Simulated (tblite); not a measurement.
Species: C7H8NP.
Atom-mapped SMILES: `[CH:1]#[C:2][CH2:3][n:4]1[cH:5][p:6][cH:7][c:8]1[CH3:9]` (hydrogens: H10 on C1; H11, H12 on C3; H13 on C5; H14 on C7; H15, H16, H17 on C9)

Cartesian coordinates in Å at the GFN2-xTB level; atoms count from 1:
```xyz
17
C7H8NP angstrom
C      2.635   -1.378   -0.012
C      1.724   -0.801   -0.530
C      0.602   -0.070   -1.098
N     -0.069    0.726   -0.095
C      0.105    2.064    0.019
P     -0.763    2.771    1.315
C     -1.362    1.167    1.709
C     -0.889    0.206    0.861
C     -1.192   -1.253    0.899
H      3.443   -1.892    0.417
H      0.969    0.596   -1.885
H     -0.106   -0.780   -1.541
H      0.745    2.570   -0.683
H     -2.028    0.962    2.528
H     -0.274   -1.839    0.949
H     -1.797   -1.474    1.774
H     -1.749   -1.563    0.013
```

Method: GFN2-xTB as coded in tblite; computed harmonic values from a numerical Hessian at the method's own geometry, unscaled. Against measured fundamentals such values can be off by several per cent, at times by over 20. One conformer, not necessarily the lowest.

Harmonic wavenumbers (cm⁻¹): 50.8, 84.2, 167.2, 191.2, 237.1, 260.4, 311.2, 370.7, 392.5, 449.7, 549.9, 558.0, 614.3, 645.2, 695.1, 699.8, 778.6, 809.5, 881.3, 941.4, 972.1, 992.2, 1006.7, 1030.5, 1110.6, 1146.4, 1176.3, 1235.7, 1295.7, 1389.0, 1402.0, 1421.7, 1431.0, 1479.2, 1482.9, 1538.4, 2290.6, 2921.2, 2950.9, 2977.2, 3003.0, 3061.1, 3111.9, 3126.2, 3397.2.

A = 2576, B = 1015, C = 837.4 MHz; mass 137.039 u (most abundant isotopes); point group C1, symmetry number 1.

Task: What is the zero-point energy?

Result: ½Σν̃ = 28319 cm⁻¹ = 80.97 kcal/mol.

Task: What is S at 500 K and 1 bar for an ideal gas of classical rigid rotors and harmonic oscillators?

Result: Translation 43.25, rotation 30.92, vibration 43.85: S = 118.0 cal/(mol K).

Task: And Cp and H(500 K) − H(0)?

Result: Cp = 53.24 cal/(mol K), of which vibrations give 45.30 (their classical limit is 45 R = 89.4); H(500 K) − H(0) = 15.63 kcal/mol without the zero-point energy, 11.66 from vibrations.

Task: Which modes carry the vibrational entropy at 500 K?

Result: 50.8 cm⁻¹: 5.81; 84.2 cm⁻¹: 4.81; 167.2 cm⁻¹: 3.46; 191.2 cm⁻¹: 3.20; 237.1 cm⁻¹: 2.79; 260.4 cm⁻¹: 2.61 cal/(mol K); the other 39 give 21.18 together.

Task: What must be added to the electronic energy to get the Gibbs energy at 500 K and 1 bar?

Result: ZPE + [H(500 K) − H(0)] − T·S = 80.97 + 15.63 − 59.01 = 37.59 kcal/mol.

Hindered rotation and anharmonicity are outside this model. Other conformers, if any are populated, would add a mixing term that is left out. The structure is chiral; the term R ln 2 for an equal mix with its mirror image is left out.
